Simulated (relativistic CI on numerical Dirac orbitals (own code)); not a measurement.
# Hyperfine structure of Er²³⁺, mass number 167

Method of calculation: Dirac-Coulomb-Breit CI, KLI orbitals optimised for each configuration, model QED (radiative potential, 1s self-energy scaled to tabulated hydrogen-like ionisation energies), unscaled Slater integrals (own radial code, finite nucleus).

Configurations in the expansion (outside the closed core [Ar] 3d10): 4s2 4p6 4d9, 4s2 4p5 4d10, 4s2 4p6 4d8 4f, 4s 4p6 4d10, 4s2 4p5 4d9 4f, 4s2 4p6 4d8 5s, 4s 4p6 4d9 4f, 4s2 4p6 4d8 5p, 4s2 4p6 4d7 4f 5s, 4s2 4p6 4d8 5d, 4s2 4p5 4d9 5s, 4s2 4p6 4d7 5s 5p, 4s2 4p6 4d7 5s2, 4s2 4p6 4d6 4f 5s2, 4s2 4p5 4d7 4f 5s2, 4s 4p6 4d7 4f 5s2. Double excitations out of closed p, d and f shells are left out; levels of such configurations are missing from the list, as are those of other unlisted configurations, and high levels can miss mixing partners.

Nuclear spin I = 7/2, μ = -0.5623 μN, Q = 3.57 b (tables of Stone and Pyykkö). The electronic factors are computed for point nuclear moments, without core polarisation or the Bohr-Weisskopf and QED corrections.

```tsv
Level	E (cm⁻¹)	A (MHz)	B (MHz)
4s2 4p6 4d9 2D_5/2	0	-1008	-46900
4s2 4p6 4d9 2D_3/2	80470	-2537	-37800
4s2 4p5 4d10 2P°_3/2	1199120	-4564	-188000
4s2 4p6 4d8 4f 4F°_7/2	1301783	-731.6	-31900
4s2 4p6 4d8 4f 4F°_9/2	1316035	-587.2	-28700
4s2 4p6 4d8 4f 2P°_1/2	1328694	-3485	
4s2 4p6 4d8 4f 4I°_15/2	1331838	-644.7	-18700
4s2 4p6 4d8 4f 4D°_7/2	1335966	-558.6	7350
```

Levels with J = 0, under 50 % of one LS term, or S terms without an open s electron are left out. Small factors come from cancelling terms and can be off by tens of per cent or more.

At this charge energies of transitions that change n are usually good to better than 1 %, and those within a shell (Δn = 0) to a few per cent.

(1) Give the hyperfine levels of 4s2 4p6 4d9 2D_5/2 relative to its centre of gravity.

Answers

(1) With K = F(F + 1) − I(I + 1) − J(J + 1), E = AK/2 + B[¾K(K + 1) − I(I + 1)J(J + 1)]/[2I(2I − 1)J(2J − 1)]: F = 1: -13780, F = 2: -2398, F = 3: 9652, F = 4: 16340, F = 5: 9622, F = 6: -20550 MHz.

LS names give the leading component of a level, which can be under half, so a name can repeat, a term be missing and a line seem to break the LS rules.
